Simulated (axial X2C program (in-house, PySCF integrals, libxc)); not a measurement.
# Outer orbitals of GeTe at 2.345 Å, M06

All values were computed with an axial X2C code built on PySCF integrals. Spin-free means the one-electron spin-free X2C Hamiltonian; two-component (2c) means X2C with spin–orbit coupling and atomic mean-field two-electron Coulomb and Gaunt terms, so the difference of the two also holds small scalar two-electron terms. Basis: Te dyall-cv3z [11s12p8d4f1g], Ge dyall-cv3z [9s9p7d4f1g] (cores contracted in-house); Gaussian nuclei, density fitting, unrestricted open shells. Masses: Te 129.906 u, Ge 73.921 u.

The distance is close to the 2c PBE0 minimum; the highest filled and lowest empty levels are listed.

Spin-free orbitals, state M_S = 0, Λ = 0 (closed shell) (Löwdin shares):

```
symmetry  occupied  ε (eV)              atomic character
     δ+α       yes  -33.60                     100% Ge d
     δ-α       yes  -33.60                     100% Ge d
     π+α       yes  -33.47                     100% Ge d
     π-α       yes  -33.47                     100% Ge d
      σα       yes  -33.46                     100% Ge d
      σα       yes  -17.13   60% Te s, 24% Ge s, 9% Ge p
      σα       yes  -12.46  51% Ge s, 20% Te s, 20% Te p
      σα       yes   -7.03  44% Te p, 40% Ge p, 11% Ge s
     π+α       yes   -6.74   69% Te p, 26% Ge p, 3% Ge d
     π-α       yes   -6.74   69% Te p, 26% Ge p, 3% Ge d
     π+α        no   -2.41   66% Ge p, 23% Te p, 6% Te d
     π-α        no   -2.41   66% Ge p, 23% Te p, 6% Te d
      σα        no    0.08  47% Ge p, 22% Te p, 12% Ge d
      σα        no    1.85  41% Ge s, 17% Te d, 17% Te s
```

One partner of each degenerate Kramers or spin pair is listed.

Spinors with spin–orbit coupling (state Ω = 0):

```csv
ω,occupied,ε (eV),atomic character,λ mixture
3/2,yes,-33.89,100% Ge d,"86% δ, 14% π"
1/2,yes,-33.78,100% Ge d,"61% π, 39% σ"
5/2,yes,-33.37,100% Ge d,100% δ
3/2,yes,-33.26,100% Ge d,"86% π, 14% δ"
1/2,yes,-33.23,100% Ge d,"61% σ, 39% π"
1/2,yes,-17.13,"60% Te s, 24% Ge s, 9% Ge p",100% σ
1/2,yes,-12.45,"50% Ge s, 20% Te s, 20% Te p",100% σ
1/2,yes,-7.22,"58% Te p, 30% Ge p, 7% Ge s","61% σ, 39% π"
1/2,yes,-6.77,"57% Te p, 34% Ge p, 4% Ge s","61% π, 39% σ"
3/2,yes,-6.54,"66% Te p, 29% Ge p, 3% Ge d",100% π
1/2,no,-2.48,"68% Ge p, 21% Te p, 6% Te d","99% π, 1% σ"
3/2,no,-2.30,"63% Ge p, 26% Te p, 6% Te d",100% π
1/2,no,0.09,"46% Ge p, 22% Te p, 12% Ge d",100% σ
1/2,no,1.84,"40% Ge s, 17% Te s, 17% Te d",100% σ
```

One partner of each degenerate Kramers or spin pair is listed.

Task: How does the gap between the highest filled and lowest empty level change from the spin-free to the 2c table?

Result: From 4.33 to 4.06 eV at M06, a change of -0.27 eV.

Mulliken charges and populations of the two-component result (they depend on the basis, above all on diffuse functions):

Te -0.14 e (s 9.96 p 22.11 d 20.05 f 0.01), Ge 0.14 e (s 7.87 p 13.88 d 10.10 f 0.01).

One determinant describes the state; a PBE0 search over occupations chose it and may have missed a lower one.
